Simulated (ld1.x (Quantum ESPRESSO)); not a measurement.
**Before and after: TM semilocal potential for Au (Z = 79)**

gold, norm-conserving Troullier–Martins (semilocal form), made with ld1.x (Quantum ESPRESSO) 7.5 (Wu–Cohen, scalar-relativistic). Core [Kr] 4d10 4f14, reference 5s2 5p6 5d9 6s0 6p0 (charge +2). Waves: 5s (bound): rc 1.50 bohr; 5d (bound): rc 2.00 bohr; 5p (bound): rc 1.50 bohr. Local part: the p channel. Core correction: Bessel-smoothed model core inside 1.10 bohr.

Change: all radii but the core radius scaled by about 1.24 (s 1.86, p 1.86, d 2.48 bohr).

Cutoffs: the cutoffs (Ry, on a coarse ladder) from which the occupation-weighted sum of valence levels, in a spherical-Bessel basis at the reference potential, stays within 10 and 1 mRy of its value at 400 Ry; they do not see the model core or the augmentation charge, which bear on the density cutoff. Errors are all-electron minus pseudo energies relative to the spin-unpolarised reference configuration.

What does the change do?

The potential gets softer (80 Ry and 110 Ry → 40 Ry and 70 Ry); a bound ghost appears in s, which as a rule spoils a file; the number of tests that count goes from 7 to 4; of the 4 tests that both files solve, the error grows in 3 and shrinks in 1 by more than 15 % and 0.3 meV (median size 10.4 → 8.1 meV). A larger radius leaves more room for a smooth pseudo-wave, so fewer plane waves are needed. A semilocal file is local in each channel, so a ghost entry of none says nothing of the separable form that plane-wave codes build from it.

```tsv
quantity	base	changed
cutoff, loose	80 Ry	40 Ry
cutoff, tight	110 Ry	70 Ry
loose cutoff by channel (10 mRy a level)	s 45 Ry, d 35 Ry, p 45 Ry	s 18 Ry, d 30 Ry, p 30 Ry
bound ghosts	none	s
tests counted (converged, no solver errors)	7 of 7	4 of 7
error for 5s2 5p6 5d10 6s0 6p0, meV [ΔE -21.24 eV]	+3.4	-6.6
error for 5s2 5p6 5d8 6s0 6p0, meV [ΔE 33.92 eV]	-6.7	-8.2
error for 5s2 5p6 5d7 6s0 6p0, meV [ΔE 81.67 eV]	-14	+8.1
error for 5s2 5p6 5d10 6s0 6p1, meV [ΔE -25.30 eV]	+109	+260
```

Base: These tests converged, but a pseudo level misses the all-electron one widely, so the file describes the atom poorly there or has found another state: 5s2 5p6 5d10 6s1 6p0: 6s by 2.3 eV; 5s2 5p6 5d10 6s0 6p0: empty 6s by 3.4 eV; 5s2 5p6 5d8 6s0 6p0: empty 6s by 5.5 eV; 5s2 5p6 5d7 6s0 6p0: empty 6s by 6.8 eV; 5s2 5p6 5d10 6s0.5 6p0: 6s by 2.8 eV; 5s2 5p6 5d9 6s1 6p1: 6s by 2.8 eV; 5s2 5p6 5d10 6s0 6p1: empty 6s by 2.2 eV. Changed file: Tests not counted: 5s2 5p6 5d10 6s1 6p0 (solver errors, printed error -1.9 eV); 5s2 5p6 5d10 6s0.5 6p0 (solver errors, printed error -951 meV); 5s2 5p6 5d9 6s1 6p1 (solver errors, printed error -8.8 eV). These tests converged, but a pseudo level misses the all-electron one widely, so the file describes the atom poorly there or has found another state: 5s2 5p6 5d10 6s0 6p0: empty 6s by 4.0 eV; 5s2 5p6 5d8 6s0 6p0: empty 6s by 10.0 eV; 5s2 5p6 5d7 6s0 6p0: empty 6s by 13.4 eV. A true bound ghost makes a file unfit for plane-wave use even where its test errors are small: the radial tests pick states by their node count and pass the ghost by. Where a test does run into it, the solver fails or the error is huge.
